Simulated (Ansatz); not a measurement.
**How methods differ on GaBr (SMILES [Ga][Br])**

GaBr: 2 atoms, total charge 0, spin state singlet. SMILES: `[Ga][Br]`. Geometry: relaxed at PBE0-D4/def2-TZVP.

```xyz
2

Ga    0.0000    0.0000    0.0138
Br    0.0000    0.0000    2.3881
```

Each level gives the energy change with the Ga1–Br2 bond stretched from 2.374 to 3.561 Å (eV). The values are calculated.

```csv
level,kind,program,value (eV)
HF/STO-3G (restricted),Hartree–Fock,Ansatz,4.45
SVWN5/STO-3G (restricted),LDA,Ansatz,4.13
revPBE/STO-3G (restricted),GGA,Ansatz,3.74
r2SCAN/STO-3G (restricted),meta-GGA,Ansatz,3.99
B3LYP/STO-3G (restricted),global hybrid,Ansatz,3.95
MP2/STO-3G (restricted),perturbation theory,Ansatz,4.17
```

All-electron rows without a relativistic Hamiltonian named are non-relativistic. The first shape isn't each level's own minimum. The values span 3.74 to 4.45 eV. All rows use very small basis sets, so none should be taken for the real molecule's value. In the correlated wave-function rows the outer d shell of Br, Ga is correlated, in sets not made for it.
